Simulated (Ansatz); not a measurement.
C3H8OSi (`C[SiH2]CC=O`), one more setting.

```yaml
crystal:
  periodic: [false, false, false]
  atoms:
    - {symbol: C, position_ang: [-1.554927, 0.834855, 0.608753]}
    - {symbol: Si, position_ang: [0.171945, 0.252860, 1.009250]}
    - {symbol: C, position_ang: [0.827440, -0.968665, -0.277774]}
    - {symbol: C, position_ang: [0.974763, -0.387733, -1.648462]}
    - {symbol: O, position_ang: [0.653117, 0.731240, -1.949232]}
    - {symbol: H, position_ang: [-1.930980, 1.494196, 1.394414]}
    - {symbol: H, position_ang: [-2.242757, -0.010163, 0.522824]}
    - {symbol: H, position_ang: [-1.558136, 1.382117, -0.335239]}
    - {symbol: H, position_ang: [0.178407, -0.468315, 2.314728]}
    - {symbol: H, position_ang: [1.119023, 1.393236, 1.117950]}
    - {symbol: H, position_ang: [1.798531, -1.378950, 0.027520]}
    - {symbol: H, position_ang: [0.172283, -1.847232, -0.353095]}
    - {symbol: H, position_ang: [1.411790, -1.062146, -2.416738]}
basis:
  gaussian: {orbitals: ANO-RCC-VTZP}
hamiltonian: {xc: {name: r2SCAN}, dispersion: rvv10}
```

```sh
$ ansatz run in.yaml --threads 4 --pin off --events-out ev --progress --plain --max-ram 10444MiB
```

It prints (some lines left out):

```
Functional definition: r2SCAN+rVV10
1658 factors; their error is unknown
mean field evaluation 1: about -13169.3586 eV, gradient 7.8e1 eV
mean field evaluation 2: about -13154.0662 eV, gradient 1.1e2 eV
mean field evaluation 4: about -13182.1329 eV, gradient 1.1e1 eV
mean field evaluation 8: about -13182.3746 eV, gradient 2.4e-1 eV
mean field evaluation 16: about -13182.3225 eV, gradient 2.2e-4 eV
mean field -13182.32253964 eV, -484.4414180328 hartree, gradient 2.5e-5 eV, S^2 0.000000; 0 other end points of the search recorded, 0 dependent functions left out
reference -13182.32256335 eV, -484.4414189039 hartree; 24, 24 occupied and 242, 242 virtual orbitals, 1658 factors
Total energy: -13182.32256335 eV, -484.4414189039 hartree
Relativity: scalar
```

Run time 11 s (4 threads of an Arm Neoverse V1 on a shared host); peak host memory 0.54 GiB.
